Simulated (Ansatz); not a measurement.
`B[O][AlH][BH2]` + `[SiH3][GeH2][SiH3]` → `[BH2][GeH2][SiH3]` + `[BH2][AlH][O][SiH3]`  (redistribution)

Computed with Ansatz on PBE0-D4/def2-TZVP structures; ΔE is electronic, products minus reactants. CCSD(T)/CBS is the MP2 limit (def2-TZVPP, def2-QZVPP) plus CCSD(T) − MP2 in def2-TZVPP, frozen cores. DFT in def2-TZVPP. B3LYP here is the variant with VWN-RPA as its local correlation; programs differ in this. HSE06 is defined as in plane-wave codes. For Ge outer-core shells are correlated without core-valence functions, which leaves a few kJ/mol of doubt a bond. Scalar relativity is left out up to krypton. Each species was taken in one conformer, which may not be the lowest.

| level | ΔE (kJ/mol) | difference from CCSD(T)/CBS |
| --- | --- | --- |
| LDA (SPW92) | 85.2 | 24.7 |
| r2SCAN-D4 | 68.5 | 8.0 |
| B3LYP-D4 | 69.3 | 8.8 |
| r2SCAN0-D4 | 67.1 | 6.6 |
| BHLYP-D4 | 63.2 | 2.7 |
| B2PLYP | 64.9 | 4.4 |
| r2SCAN0 | 66.9 | 6.4 |
| HSE06 | 73.9 | 13.4 |
| BHLYP | 62.1 | 1.6 |
| HF/def2-SVP | 71.4 | 10.9 |
| CCSD(T)/def2-SVP | 89.6 | 29.1 |
| SCS-MP2/def2-TZVPP | 57.1 | -3.4 |
| CCSD(T)/def2-TZVPP | 62.0 | 1.5 |
| MP2/def2-QZVPP | 59.2 | -1.3 |
| SCS-MP2/def2-QZVPP | 56.0 | -4.5 |
| CCSD/CBS(def2) | 58.0 | -2.5 |
| CCSD(T)/CBS | 60.5 | 0 |

Largest T1 diagnostic among the species: 0.014.

At CCSD(T), def2-SVP lies +29.1 kJ/mol from the extrapolated value and def2-TZVPP +1.5 kJ/mol. From BLYP to BHLYP (50 % exact exchange), in def2-TZVPP and without D4, ΔE moves by −10.0 kJ/mol. Leaving LDA and LC-ωPBE aside and taking each functional with its dispersion term where it has one, the values, not all of them listed here, spread over 16.2 kJ/mol, from BHLYP-D4 to PBE-D4. LDA lies +6.2 kJ/mol from PBE without D4.
